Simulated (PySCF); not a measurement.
**MoH⁺: frontier orbitals**

r²SCAN at R = 1.667 Å; Mo def2-TZVPPD with ECP28, H def2-TZVPPD; scalar-relativistic core potentials (PySCF 2.14). State: ⁵Σ⁺ (quintet), unpaired electrons π ↑↑, δ ↑↑. Only the outer orbitals are listed, counted within each symmetry, core potentials removing the inner ones.

| spin | orbital | occ. | ε (eV) | on Mo (%) | main shells (%) |
| --- | --- | --- | --- | --- | --- |
| α | 1π | 1 | -49.66 | 100 | 100 Mo p |
| α | 1π | 1 | -49.66 | 100 | 100 Mo p |
| α | 2σ | 1 | -49.34 | 99 | 99 Mo p |
| α | 3σ | 1 | -14.26 | 65 | 45 Mo d, 34 H s, 16 Mo s |
| α | 2π | 1 | -12.52 | 100 | 100 Mo d |
| α | 2π | 1 | -12.52 | 100 | 100 Mo d |
| α | 1δ | 1 | -12.22 | 100 | 100 Mo d |
| α | 1δ | 1 | -12.22 | 100 | 100 Mo d |
| α | 4σ | 0 | -10.94 | 103 | 68 Mo s, 34 Mo d |
| α | 5σ | 0 | -7.92 | 78 | 46 Mo p, 24 H s, 18 Mo s |
| α | 3π | 0 | -5.98 | 99 | 99 Mo p |
| β | 2σ | 1 | -46.44 | 99 | 99 Mo p |
| β | 1π | 1 | -45.80 | 100 | 100 Mo p |
| β | 1π | 1 | -45.80 | 100 | 100 Mo p |
| β | 3σ | 1 | -13.78 | 41 | 59 H s, 28 Mo d, 9 Mo s |
| β | 2π | 0 | -8.03 | 97 | 97 Mo d |
| β | 2π | 0 | -8.03 | 97 | 97 Mo d |
| β | 4σ | 0 | -7.94 | 75 | 58 Mo d, 23 H s, 19 Mo s |

Q: Which are the highest filled and the lowest empty level, where do they sit, and how wide is the gap?

A: Highest filled α 1δ at -12.22 eV (in %: 100 Mo d); lowest empty α 4σ at -10.94 eV (in %: 68 Mo s, 34 Mo d); the gap at r²SCAN is 1.28 eV.

```
bond order (Mayer)                                                                                                : 0.96
⟨S²⟩                                                                                                              : 6.033
charge on Mo (Mulliken, basis-dependent)                                                                          : 0.96
charge on Mo (Löwdin, basis-dependent)                                                                            : 1.14
dipole moment (positive dipole points towards H; it is taken about the centre of mass and depends on that origin) : -1.85 D
```

Shares are Mulliken populations and can fall outside 0 to 100 %.

Spin–orbit coupling is left out. The state is the lowest single determinant that the PBE0 search found; with open d or f shells the true ground state can be another one.
